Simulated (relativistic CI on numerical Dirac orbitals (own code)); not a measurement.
## Hyperfine structure of Hf XXXVII, mass number 177

Calculated at this level of theory: Dirac-Coulomb-Breit CI, orbitals from a KLI potential per configuration, model QED (radiative potential, 1s self-energy scaled to tabulated hydrogen-like ionisation energies), unscaled Slater integrals (own radial code, finite nucleus).

CI space (outside the closed core [Ar] 3d10): 4s2 4p6, 4s2 4p5 4d, 4s 4p6 4d, 4s2 4p5 4f, 4s 4p6 4f, 4p6 4d 4f, 4s2 4p5 5s, 4p6 4d2, 4p5 4d3, 4p5 4d2 4f, 4p5 4d2 5s, 4p6 4f2, 4p5 4d 4f2, 4p5 4f3, 4p5 4f2 5s. Double excitations out of closed p, d and f shells are left out; levels of such configurations are missing from the list, as are those of other unlisted configurations, and high levels can miss mixing partners.

Nuclear spin I = 7/2, μ = 0.791 μN, Q = 3.37 b (tables of Stone and Pyykkö). The electronic factors are computed for point nuclear moments, without core polarisation or the Bohr-Weisskopf and QED corrections.

| Level | E (cm⁻¹) | A (MHz) | B (MHz) |
| --- | --- | --- | --- |
| 4s2 4p5 4d 3P°_1 | 1175769 | 6790 | 88200 |
| 4s2 4p5 4d 3F°_3 | 1200392 | 8440 | -286000 |
| 4s2 4p5 4d 3D°_2 | 1211537 | 8366 | -27200 |
| 4s2 4p5 4d 3F°_4 | 1305181 | 5646 | -270000 |
| 4s2 4p5 4d 3D°_3 | 1368944 | 4890 | 122000 |
| 4s2 4p5 4d 3F°_2 | 1823004 | 28130 | 85400 |
| 4s2 4p5 4d 1P°_1 | 2006750 | -16420 | 15800 |
| 4s 4p6 4d 3D_1 | 2603636 | -46330 | 6990 |

Levels with J = 0, under 50 % of one LS term, or S terms without an open s electron are left out. Small factors come from cancelling terms and can be off by tens of per cent or more.

At this charge energies of transitions that change n are usually good to better than 1 %, and those within a shell (Δn = 0) to a few per cent.

Question: Give the hyperfine levels of 4s2 4p5 4d 3F°_2 relative to its centre of gravity.

Answer: With K = F(F + 1) − I(I + 1) − J(J + 1), E = AK/2 + B[¾K(K + 1) − I(I + 1)J(J + 1)]/[2I(2I − 1)J(2J − 1)]: F = 3/2: -207400, F = 5/2: -175200, F = 7/2: -108800, F = 9/2: 13210, F = 11/2: 218300 MHz.

LS names give the leading component of a level, which can be under half, so a name can repeat, a term be missing and a line seem to break the LS rules.
